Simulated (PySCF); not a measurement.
**PySCF run on Be**

Input:

```python
from pyscf import gto, dft

mol = gto.M(
    atom='Be 0 0 0',
    basis='cc-pvdz',
    charge=0,
    spin=0,
    symmetry=True,
    verbose=4,
)
mf = dft.RKS(mol, xc='lda,vwn')
mf = mf.density_fit(auxbasis='def2-universal-jkfit')
mf.kernel()
mf.analyze()
print('orbital energies (hartree):', mf.mo_energy[..., max(0, mol.nelec[1]-3):mol.nelec[0]+3].round(4))
```

```bash
$ OMP_NUM_THREADS=1 python input.py
```

It prints (some set-up lines removed):

```
PySCF version 2.14.0

[INPUT] Symbol           X                Y                Z      unit          X                Y                Z       unit  Magmom
[INPUT]  1 Be     0.000000000000   0.000000000000   0.000000000000 AA    0.000000000000   0.000000000000   0.000000000000 Bohr   0.0

nuclear repulsion = 0
point group symmetry = SO3
symmetry origin: [0. 0. 0.]
symmetry axis x: [1. 0. 0.]
symmetry axis y: [0. 1. 0.]
symmetry axis z: [0. 0. 1.]
num. orbitals of irrep s+0 = 3
num. orbitals of irrep p-1 = 2
num. orbitals of irrep p+0 = 2
num. orbitals of irrep p+1 = 2
num. orbitals of irrep d-2 = 1
num. orbitals of irrep d-1 = 1
num. orbitals of irrep d+0 = 1
num. orbitals of irrep d+1 = 1
num. orbitals of irrep d+2 = 1
number of shells = 5
number of NR pGTOs = 26
number of NR cGTOs = 14
basis = cc-pvdz
ecp = {}

******** <class 'pyscf.df.df_jk.DFSymAdaptedRKS'> ********
method = DFSymAdaptedRKS
initial guess = minao
damping factor = 0
level_shift factor = 0
DIIS = <class 'pyscf.scf.diis.CDIIS'>
SCF conv_tol = 1e-09
SCF max_cycles = 50
XC functionals = lda,vwn

grids dens level: 3
Freeze 0 electrons in irreps []
    4 free electrons in irreps s+0 p-1 p+0 p+1 d-2 d-1 d+0 d+1 d+2
Initial guess from minao.
tot grids = 13728
init E= -14.4409102266445
HOMO (s+0) = -0.195119337342127  LUMO (p+0) = -0.0658417916049786  gap/eV = 3.51782
cycle= 1 E= -14.4434465414  delta_E= -0.00254  |g|= 0.00998  |ddm|= 0.279
HOMO (s+0) = -0.208672735854523  LUMO (p+1) = -0.0781280621128357  gap/eV = 3.55230
cycle= 2 E= -14.4435312313298  delta_E= -8.47e-05  |g|= 0.00216  |ddm|= 0.0621
HOMO (s+0) = -0.20611373398317  LUMO (p+0) = -0.0757909902955275  gap/eV = 3.54626
cycle= 3 E= -14.4435356732249  delta_E= -4.44e-06  |g|= 1e-05  |ddm|= 0.0114
HOMO (s+0) = -0.206129120224762  LUMO (p+1) = -0.0758054186382733  gap/eV = 3.54629
cycle= 4 E= -14.4435356733284  delta_E= -1.03e-10  |g|= 1.85e-08  |ddm|= 5.51e-05
HOMO (s+0) = -0.206129114806399  LUMO (p+0) = -0.0758054162695661  gap/eV = 3.54629
Extra cycle  E= -14.4435356733284  delta_E= -1.6e-14  |g|= 4.25e-09  |ddm|= 1.23e-07
converged SCF energy = -14.4435356733284
**** SCF Summaries ****
Total Energy =                         -14.443535673328389
Nuclear Repulsion Energy =               0.000000000000000
One-electron Energy =                  -19.063136609587421
Two-electron Energy =                    4.619600936259031
Two-electron Coulomb Energy =            7.153979580488542
DFT Exchange-Correlation Energy =       -2.534378644229511
HOMO-LUMO gap [eV] =                     3.546288468439874
Wave-function symmetry id = 0
**** MO energy ****
MO #1 (s+0 #1), energy= -3.83802132505418 occ= 2
MO #2 (s+0 #2), energy= -0.206129114806399 occ= 2
MO #3 (p-1 #1), energy= -0.0758054162695659 occ= 0
MO #4 (p+0 #1), energy= -0.0758054162695661 occ= 0
MO #5 (p+1 #1), energy= -0.075805416269566 occ= 0
MO #6 (p-1 #2), energy= 0.167145530121524 occ= 0
MO #7 (p+0 #2), energy= 0.167145530121524 occ= 0
MO #8 (p+1 #2), energy= 0.167145530121525 occ= 0
MO #9 (s+0 #3), energy= 0.172957606449956 occ= 0
MO #10 (d-2 #1), energy= 0.445721998011748 occ= 0
MO #11 (d-1 #1), energy= 0.445721998011748 occ= 0
MO #12 (d+0 #1), energy= 0.445721998011748 occ= 0
MO #13 (d+1 #1), energy= 0.445721998011748 occ= 0
MO #14 (d+2 #1), energy= 0.445721998011748 occ= 0
 ** Mulliken pop on meta-lowdin orthogonal AOs  **
 ** Mulliken pop  **
pop of  0 Be 1s           1.99977
pop of  0 Be 2s           1.99647
pop of  0 Be 3s           0.00376
pop of  0 Be 2px          0.00000
pop of  0 Be 2py          0.00000
pop of  0 Be 2pz          0.00000
pop of  0 Be 3px          0.00000
pop of  0 Be 3py          0.00000
pop of  0 Be 3pz          0.00000
pop of  0 Be 3dxy         0.00000
pop of  0 Be 3dyz         0.00000
pop of  0 Be 3dz^2        0.00000
pop of  0 Be 3dxz         0.00000
pop of  0 Be 3dx2-y2      0.00000
 ** Mulliken atomic charges  **
charge of    0Be =     -0.00000
Dipole moment(X, Y, Z, Debye):  0.00000,  0.00000,  0.00000
orbital energies (hartree): [-3.838  -0.2061 -0.0758 -0.0758 -0.0758]
```

In short: E(SCF) = -14.443536 Eh, 4 cycles.

Run time: 0.74 s on 1 thread of Intel Xeon Platinum 8488C (shared host), peak memory 0.12 GiB.
